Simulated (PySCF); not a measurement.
C2H6O, charge +1, doublet, at a GFN2-xTB geometry (a state made from the parent by changing its charge; the spin is typed, not shown lowest); DF-WB97X/def2-SVPD (PySCF).

PySCF was given this input:
```python
from pyscf import gto, scf, dft

mol = gto.M(
    atom='''
C     1.20375736   -0.11633576    0.01209633
O    -0.02342911    0.46081830   -0.13995856
C    -1.18692692   -0.21469587    0.08844375
H     1.18320292   -1.16278172    0.33135107
H     1.80128557    0.50368662    0.71025579
H     1.76939206    0.00272769   -0.93382947
H    -1.06027273   -1.25508521    0.40299733
H    -1.81952555   -0.14493143   -0.81921600
H    -1.78763204    0.35602751    0.82486925
''',
    basis='def2-svpd',
    charge=1,
    spin=1,
    verbose=4,
)

mf = dft.UKS(mol)
mf.xc = 'wb97x'
mf = mf.density_fit(auxbasis='def2-universal-jkfit')
mf.kernel()
```

It wrote (shortened):

```
PySCF version 2.14.0

[INPUT] verbose = 4
[INPUT] num. atoms = 9
[INPUT] num. electrons = 25
[INPUT] charge = 1
[INPUT] spin (= nelec alpha-beta = 2S) = 1
[INPUT] symmetry False subgroup None
[INPUT] Mole.unit = angstrom
[INPUT] Symbol           X                Y                Z      unit          X                Y                Z       unit  Magmom
[INPUT]  1 C      1.203757360000  -0.116335760000   0.012096330000 AA    2.274771730829  -0.219842724893   0.022858750812 Bohr   0.0
[INPUT]  2 O     -0.023429110000   0.460818300000  -0.139958560000 AA   -0.044274601242   0.870820380188  -0.264483347189 Bohr   0.0
[INPUT]  3 C     -1.186926920000  -0.214695870000   0.088443750000 AA   -2.242966808674  -0.405716394375   0.167134464930 Bohr   0.0
[INPUT]  4 H      1.183202920000  -1.162781720000   0.331351070000 AA    2.235929468586  -2.197338993451   0.626162773382 Bohr   0.0
[INPUT]  5 H      1.801285570000   0.503686620000   0.710255790000 AA    3.403936399431   0.951829764408   1.342188921487 Bohr   0.0
[INPUT]  6 H      1.769392060000   0.002727690000  -0.933829470000 AA    3.343666400380   0.005154587053  -1.764681945348 Bohr   0.0
[INPUT]  7 H     -1.060272730000  -1.255085210000   0.402997330000 AA   -2.003625077045  -2.371767309892   0.761554582631 Bohr   0.0
[INPUT]  8 H     -1.819525550000  -0.144931430000  -0.819216000000 AA   -3.438404966149  -0.273880709542  -1.548093876862 Bohr   0.0
[INPUT]  9 H     -1.787632040000   0.356027510000   0.824869250000 AA   -3.378134967098   0.672794486711   1.558776971075 Bohr   0.0

nuclear repulsion = 84.6612250542791
number of shells = 49
number of NR pGTOs = 153
number of NR cGTOs = 111
basis = def2-svpd
ecp = {}

******** <class 'pyscf.df.df_jk.DFUKS'> ********
method = DFUKS
initial guess = minao
damping factor = 0
level_shift factor = 0
DIIS = <class 'pyscf.scf.diis.CDIIS'>
diis_start_cycle = 1
diis_space = 8
diis_damp = 0
SCF conv_tol = 1e-09
SCF conv_tol_grad = None
SCF max_cycles = 50
direct_scf = False
number electrons alpha = 13  beta = 12
XC library pyscf.dft.libxc version 7.1.2
    S. Lehtola, C. Steigemann, M. J. T. Oliveira, and M. A. L. Marques,  SoftwareX 7, 1–5 (2018)
XC functionals = wb97x
    J.-D. Chai and M. Head-Gordon,  J. Chem. Phys. 128, 084106 (2008)
radial grids:
    Treutler-Ahlrichs [JCP 102, 346 (1995); DOI:10.1063/1.469408] (M4) radial grids

becke partition: Becke, JCP 88, 2547 (1988); DOI:10.1063/1.454033
pruning grids: <function nwchem_prune>
grids dens level: 3
symmetrized grids: False
atomic radii adjust function: <function treutler_atomic_radii_adjust>
small_rho_cutoff = 0
Set gradient conv threshold to 3.16228e-05
tot grids = 101168
******** <class 'pyscf.df.df.DF'> ********
auxbasis = def2-universal-jkfit
Create RSH-DF object <pyscf.df.df.DF object> for omega=0.3
******** <class 'pyscf.df.df.DF'> ********
auxbasis = auxmol.basis = def2-universal-jkfit
init E= -155.127583206301

cycle= 1 E= -154.460963452426  delta_E= 0.667  |g|= 0.272  |ddm|= 2.39
cycle= 2 E= -154.497926240897  delta_E= -0.037  |g|= 0.181  |ddm|= 0.476
cycle= 3 E= -154.510722759902  delta_E= -0.0128  |g|= 0.0405  |ddm|= 0.264
cycle= 4 E= -154.511902689504  delta_E= -0.00118  |g|= 0.0312  |ddm|= 0.0743
cycle= 5 E= -154.512468135999  delta_E= -0.000565  |g|= 0.00796  |ddm|= 0.0336
cycle= 6 E= -154.512626703749  delta_E= -0.000159  |g|= 0.00297  |ddm|= 0.0226
cycle= 7 E= -154.512644196182  delta_E= -1.75e-05  |g|= 0.00036  |ddm|= 0.00904
cycle= 8 E= -154.512644439974  delta_E= -2.44e-07  |g|= 8.66e-05  |ddm|= 0.0013
cycle= 9 E= -154.512644449885  delta_E= -9.91e-09  |g|= 2.7e-05  |ddm|= 0.000271
cycle= 10 E= -154.512644451018  delta_E= -1.13e-09  |g|= 7.12e-06  |ddm|= 7.88e-05
cycle= 11 E= -154.512644451107  delta_E= -8.87e-11  |g|= 1.51e-06  |ddm|= 1.94e-05
Extra cycle  E= -154.51264445111  delta_E= -3.35e-12  |g|= 8.23e-07  |ddm|= 2.96e-06
converged SCF energy = -154.51264445111  <S^2> = 0.75480205  2S+1 = 2.0047963
```
